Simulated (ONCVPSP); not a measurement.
# Ne (Z = 10), ONCV: configuration errors across variants

- Element: neon
- Generator: ONCVPSP 4.0.1
- Type: optimised norm-conserving Vanderbilt (ONCV)
- Functional: BLYP
- Relativity: scalar-relativistic
- Frozen core: [He]
- Valence charge: 8
- Reference configuration: 2s2 2p4 (charge +2)
- Partial waves: 2s: rc 0.60 bohr, ncon 4, nbas 7, qcut 9.4 1/bohr, 1 projector; 2p: rc 1.10 bohr, ncon 3, nbas 6, qcut 10.6 1/bohr, 1 projector
- Local potential: polynomial inside 0.55 bohr (lpopt 5, dvloc0 0 Ha)
- Core correction: polynomial model core, fcfact 0.2

All-electron excitation energies from the reference (eV): (1) 2s2 2p6 -65.791; (2) 2s2 2p5 -43.295; (3) 2s2 2p3 67.482; (4) 2s2 2p5.5 -56.912.

Errors AE − PS in meV (a dash: test not solved or not reliable):

| change | (1) | (2) | (3) | (4) | bound ghosts | GHOST(+) flags above zero |
| --- | --- | --- | --- | --- | --- | --- |
| base | +132 | +63 | +150 | +104 | none | none |
| s: qcut 6; p: qcut 6.7 | +351 | +161 | +332 | +270 | none | none |
| s: qcut 6.7; p: qcut 7.6 | +280 | +129 | +278 | +216 | none | none |
| s: qcut 7.6; p: qcut 8.6 | +213 | +100 | +222 | +165 | none | none |
| s: qcut 8.6; p: qcut 9.7 | +162 | +77 | +178 | +127 | none | none |
| s: qcut 9.5; p: qcut 10.8 | +125 | +60 | +143 | +99 | none | none |
| s: qcut 10.2; p: qcut 11.5 | +102 | +52 | +126 | +85 | none | none |
| s: qcut 10.9; p: qcut 12.3 | +87 | +44 | +107 | +71 | none | none |
| s: qcut 11.8; p: qcut 13.3 | +69 | +35 | +85 | +56 | none | none |
| s: qcut 13.5; p: qcut 15.2 | +61 | +31 | +77 | +50 | none | none |

Q: Give the same row for: s: qcut 12.9; p: qcut 14.5.

A: +64, +32, +80, +52; bound ghosts: none; GHOST(+) flags above zero: none.
